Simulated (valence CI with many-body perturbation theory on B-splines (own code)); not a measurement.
Forbidden lines of Nb²⁰⁺

Method: relativistic CI+MBPT: three valence electrons over a frozen Dirac-Fock core [Ar], radial functions for each j: 7 s, 7 p, 8 d, 6 f, 4 g, 1 h, with the one-electron correlation potential Σ1 (screened to all orders), the two-electron term Σ2, the three-electron term Σ3, Breit, model QED; selected single and double excitations, second order for the rest, scaled by the run's own slope (own B-spline code, finite nucleus).

No measured spectrum was set against this ion. As an estimate, terms of the open shell hold to 2 to 4 % of their energy, and close levels can change places. Only levels of the ground parity were solved; by the run's estimate the other parity begins above the list, which can be wrong where configurations are misplaced.

Lines 1 to 50 of 69 in falling wavelength, among levels below 233360 cm⁻¹, chosen from the decays that carry over 1 % of a level's rate. Wavelengths and rates use the calculated energies, so an error of 2000 cm⁻¹ moves a line at 323.4 nm by 6.5 % and its rate by three times that or more. Electric multipoles are in the length gauge, E1 and E2 with the static RPA response of the core. S is in atomic units (e²a₀⁴ for E2 and M2, e²a₀⁶ for E3), for M1 in squared Bohr magnetons. Weak lines are less certain than strong ones. Lines between different terms over intervals too small for the method are left out, as are lines whose strength nearly cancels. The highest levels of a list are the least certain.

Names give the largest LS component (configuration and term), which can be under half, so a name can repeat, a term be missing and a line seem to break the LS rules; names also repeat where a configuration has a term twice. Letters in brackets count levels of one name in rising energy.

```tsv
λ vac (nm)	Upper	Lower	Type	A (s⁻¹)	S (a.u.)
1821	3d³ ⁴P_1/2	3d³ ⁴P_3/2	M1	5.07e+00	2.27e+00
849.2	3d³ ⁴F_9/2	3d³ ⁴F_7/2	M1	3.88e+01	8.82e+00
722.0	3d³ ⁴F_7/2	3d³ ⁴F_5/2	M1	1.06e+02	1.18e+01
692.7	3d³ ⁴F_5/2	3d³ ⁴F_3/2	M1	1.21e+02	8.94e+00
465.1	3d³ ²D_5/2 [a]	3d³ ²D_3/2 [a]	M1	8.64e+01	1.93e+00
389.8	3d³ ⁴P_5/2	3d³ ⁴P_3/2	M1	1.77e+02	2.33e+00
345.1	3d³ ²H_11/2	3d³ ²H_9/2	M1	1.52e+02	2.79e+00
323.4	3d³ ²D_3/2 [a]	3d³ ⁴P_1/2	M1	1.29e+02	6.49e-01
322.6	3d³ ²P_3/2	3d³ ²P_1/2	M1	2.15e+02	1.07e+00
310.0	3d³ ²D_5/2 [a]	3d³ ⁴P_5/2	M1	6.14e+01	4.07e-01
280.4	3d³ ²F_5/2	3d³ ²D_5/2 [a]	M1	6.05e+00	2.97e-02
274.6	3d³ ²D_3/2 [a]	3d³ ⁴P_3/2	M1	5.59e+02	1.72e+00
274.0	3d³ ²G_9/2	3d³ ²H_9/2	M1	4.36e+02	3.33e+00
267.8	3d³ ²P_1/2	3d³ ⁴P_1/2	M1	6.82e+02	9.72e-01
267.3	3d³ ²P_3/2	3d³ ²D_3/2 [a]	M1	4.78e+02	1.35e+00
259.8	3d³ ²H_9/2	3d³ ⁴F_9/2	M1	3.59e+02	2.33e+00
249.7	3d³ ²G_9/2	3d³ ²G_7/2	M1	4.28e+02	2.47e+00
240.6	3d³ ⁴P_3/2	3d³ ⁴F_5/2	M1	8.82e+01	1.82e-01
214.1	3d³ ²G_7/2	3d³ ⁴F_7/2	M1	2.57e+02	7.49e-01
207.6	3d³ ²P_3/2	3d³ ⁴P_5/2	M1	4.30e+02	5.70e-01
198.9	3d³ ²H_9/2	3d³ ⁴F_7/2	M1	2.66e+02	7.76e-01
187.4	3d³ ⁴P_5/2	3d³ ⁴F_7/2	M1	3.32e+01	4.86e-02
178.6	3d³ ⁴P_3/2	3d³ ⁴F_3/2	M1	2.59e+02	2.19e-01
172.7	3d³ ²D_5/2 [a]	3d³ ⁴P_3/2	M1	5.39e+01	6.17e-02
165.1	3d³ ²G_7/2	3d³ ⁴F_5/2	M1	5.06e+02	6.76e-01
162.6	3d³ ⁴P_1/2	3d³ ⁴F_3/2	M1	3.78e+01	1.21e-02
162.6	3d³ ⁴P_1/2	3d³ ⁴F_3/2	E2	4.88e-01	9.91e-03
148.8	3d³ ⁴P_5/2	3d³ ⁴F_5/2	M1	2.89e+01	2.12e-02
148.2	3d³ ²H_11/2	3d³ ⁴F_9/2	M1	7.92e+01	1.15e-01
147.2	3d³ ²F_5/2	3d³ ⁴P_5/2	M1	1.13e+02	8.03e-02
144.1	3d³ ²F_7/2	3d³ ²H_9/2	M1	1.69e+01	1.50e-02
137.1	3d³ ²F_7/2	3d³ ²G_7/2	M1	2.36e+02	1.80e-01
136.2	3d³ ²D_5/2 [b]	3d³ ²F_5/2	M1	7.24e+02	4.06e-01
135.4	3d³ ²P_3/2	3d³ ⁴P_3/2	M1	3.93e+01	1.45e-02
134.1	3d³ ²F_5/2	3d³ ²G_7/2	M1	1.43e+02	7.68e-02
133.7	3d³ ²D_3/2 [b]	3d³ ²F_5/2	M1	4.85e+02	1.72e-01
133.4	3d³ ²G_9/2	3d³ ⁴F_9/2	M1	1.18e+02	1.04e-01
133.2	3d³ ²D_5/2 [b]	3d³ ²F_7/2	M1	4.34e+02	2.28e-01
128.2	3d³ ²D_3/2 [a]	3d³ ⁴F_5/2	M1	7.62e+02	2.38e-01
116.8	3d³ ²D_5/2 [a]	3d³ ⁴F_7/2	M1	8.30e+02	2.94e-01
115.3	3d³ ²G_9/2	3d³ ⁴F_7/2	M1	1.44e+02	8.19e-02
108.2	3d³ ²D_3/2 [a]	3d³ ⁴F_3/2	M1	3.93e+02	7.39e-02
107.3	3d³ ²D_5/2 [b]	3d³ ²P_3/2	M1	9.64e+01	2.65e-02
106.9	3d³ ²F_5/2	3d³ ⁴P_3/2	M1	5.82e+01	1.58e-02
105.8	3d³ ²D_3/2 [b]	3d³ ²P_3/2	M1	5.41e+01	9.49e-03
101.2	3d³ ²P_1/2	3d³ ⁴F_3/2	M1	2.68e+01	2.06e-03
100.5	3d³ ²D_5/2 [a]	3d³ ⁴F_5/2	M1	1.41e+02	3.19e-02
92.68	3d³ ²F_7/2	3d³ ⁴F_9/2	M1	3.25e+02	7.66e-02
91.66	3d³ ²D_5/2 [b]	3d³ ²D_5/2 [a]	M1	9.60e+01	1.64e-02
90.52	3d³ ²D_3/2 [b]	3d³ ²D_5/2 [a]	M1	7.53e+02	8.29e-02
```
